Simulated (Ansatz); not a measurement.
Two isomers of C3H8SSi: A = `C=C([SiH3])SC`, B = `C1CSC[SiH2]1`.

Isolated molecules relaxed with PBE0-D4/def2-TZVP in Ansatz; ΔE leaves out vibrations. CCSD(T)/CBS adds triple-zeta CCSD(T) − MP2 to the extrapolated MP2 energy (def2 sets, frozen cores). DFT in def2-TZVPP. One conformer a species, not always the lowest.

A:

Z-matrix (Å, degrees):
```
Si
C 1 1.870
H 1 1.487 2 110.8
H 1 1.485 2 107.8 3 -120.4
H 1 1.487 2 111.4 3 120.0
S 2 1.754 1 121.3 3 -51.3
C 2 1.337 1 119.3 3 123.1
C 6 1.798 2 103.4 1 -28.0
H 7 1.084 2 120.9 1 -0.4
H 7 1.087 2 122.2 1 -179.4
H 8 1.091 6 105.6 2 178.8
H 8 1.090 6 111.7 2 -63.0
H 8 1.091 6 111.9 2 61.2
```

B:

```xyz
13

C    -1.006    0.308    0.725
C    -1.314   -0.164   -0.694
S    -0.011    0.380   -1.832
C     1.388   -0.186   -0.834
Si    0.856    0.105    0.956
H    -1.260    1.366    0.828
H    -1.589   -0.247    1.465
H    -2.249    0.246   -1.082
H    -1.390   -1.255   -0.736
H     1.615   -1.235   -1.039
H     2.259    0.411   -1.107
H     1.209   -1.053    1.826
H     1.491    1.324    1.525
```

Which isomer does CCSD(T)/CBS put lower? Give the gap. (Estimate.)

The calculation gave: B, by 105.7 kJ/mol.

Give E(B) − E(A) in kJ/mol with ωB97M-V, PBE-D4, PBE0-D4, CCSD(T)/def2-TZVPP, B2PLYP, MP2/def2-TZVPP, CCSD/def2-TZVPP. (Best estimate.)

Computed: ωB97M-V -110.3, PBE-D4 -104.3, PBE0-D4 -117.4, CCSD(T)/def2-TZVPP -103.3, B2PLYP -96.7, MP2/def2-TZVPP -112.4, CCSD/def2-TZVPP -105.3. None reverses the order clearly.

Largest T1 diagnostic: 0.012.

From PBE to PBE0 (25 % exact exchange), in def2-TZVPP and without D4, E(B) − E(A) moves by −13.6 kJ/mol. In def2-TZVPP, CCSD(T) changes the Hartree–Fock value by −13.4 kJ/mol (the triples alone add +2.0 kJ/mol) and MP2 by −22.5 kJ/mol.
